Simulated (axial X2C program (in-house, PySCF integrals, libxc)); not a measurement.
**Worked dissociation energy of AsH: TPSS, scalar-relativistic**

Calculated with an in-house all-electron X2C program for linear molecules (integrals from PySCF). Spin-free means the one-electron spin-free X2C Hamiltonian. Basis: As dyall-cv3z [9s9p6d4f1g], H dyall-v3z [6s2p1d] (cores contracted in-house); Gaussian nuclei, density fitting, unrestricted open shells. Masses: As 74.922 u, H 1.008 u.

Molecular state: M_S = 1, Λ = 0 (beyond evenly filled blocks: π+α, π-α).

* E(As) (2M_S = 3, M_L = 0): -2260.740384 hartree
* E(H) (2M_S = 1, M_L = 0): -0.500235 hartree
* E(AsH) at Re: -2261.352785 hartree
* ωe: 2116.9 cm⁻¹
* ωexe: 34.6 cm⁻¹

Problem. Work out De and D0.

Solution. De = -2260.740384 + (-0.500235) − (-2261.352785) = 0.11217 hartree = 3.052 eV. The zero-point energy is ωe/2 − ωexe/4 = 1050 cm⁻¹ = 0.130 eV, so D0 = 2.922 eV.

One determinant describes the state; a PBE0 search over occupations chose it and may have missed a lower one. De is counted from the lowest determinant-based energies of the atoms at the same level, without counterpoise correction. Other states lie close and PBE0, whose exact exchange favours high spin, may order them wrongly; the determinant shown need not be the ground state. The nearest other spin-free determinant of the search, M_S = 0, Λ = 2, lies 1.00 eV up at the distance of the search.

Each atomic determinant is the lowest at this level and need not be a pure term. Totals compare only within one Hamiltonian and basis.
